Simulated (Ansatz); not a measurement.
```yaml
crystal:
  periodic: [false, false, false]
  atoms:
    - {symbol: O, position_ang: [-0.077180, 1.389742, 1.602578]}
    - {symbol: Si, position_ang: [0.521662, 0.703143, 0.233227]}
    - {symbol: N, position_ang: [0.296317, -1.011373, -0.015297]}
    - {symbol: Al, position_ang: [-0.577283, -0.415617, -1.449027]}
    - {symbol: Cl, position_ang: [-1.635171, -1.370389, -2.977627]}
    - {symbol: H, position_ang: [-1.000475, 1.224000, 1.801820]}
    - {symbol: H, position_ang: [1.913175, 1.218717, 0.231841]}
    - {symbol: H, position_ang: [0.651155, -1.795222, 0.516785]}
basis:
  gaussian: {orbitals: def2-mTZVPP}
hamiltonian: {xc: {name: SVWN5}}
accuracy: high
```

```sh
$ ansatz run in.yaml --threads 2 --pin off --events-out ev --progress --plain --max-ram 4352MiB
```

Output, abridged:

```
Functional definition: SVWN5
2643 factors; integrals over basis functions are off by at most 1.1e-8 eV
mean field evaluation 1: about -30443.8127 eV, gradient 9.8e1 eV
mean field evaluation 2: about -30309.5651 eV, gradient 2.2e2 eV
mean field evaluation 4: about -30459.7362 eV, gradient 2.9e1 eV
mean field evaluation 8: about -30461.7993 eV, gradient 3.1e-1 eV
mean field evaluation 16: about -30461.7956 eV, gradient 1.3e-3 eV
mean field -30461.79563386 eV, -1119.4503417977 hartree, gradient 2.0e-8 eV, S^2 0.000000; 0 other end points of the search recorded, 0 dependent functions left out
reference -30461.79563762 eV, -1119.4503419358 hartree; 31, 31 occupied and 108, 108 virtual orbitals, 2643 factors
Total energy: -30461.79563762 eV, -1119.4503419358 hartree
```

Hardware: 2 threads of an AMD EPYC 9R14 on a shared host. Wall time 3.8 s, peak host memory 0.44 GiB.
